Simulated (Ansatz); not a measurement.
```yaml
atoms:
  - { symbol: S, position_ang: [0.0008, -0.0067, -0.9446] }
  - { symbol: S, position_ang: [-0.0017, 0.0071, 0.9588] }
```

Basis set: def2-TZVP (spherical functions). Correlated methods keep 10 orbitals frozen. Charge 0, multiplicity 3.

Computed with Ansatz (development build ahead of 0.2.0); each method stands on the lowest determinant of its kind that the runs found.

The atomization energy at this shape (free ground-state atoms in the same class of orbitals less the molecule, no zero-point energy) of triplet S2:

```
 method  atomization energy
UHF-MP2        420.1 kJ/mol
```

(1) What does UHF give?

## Answers

(1) 212.0 kJ/mol.
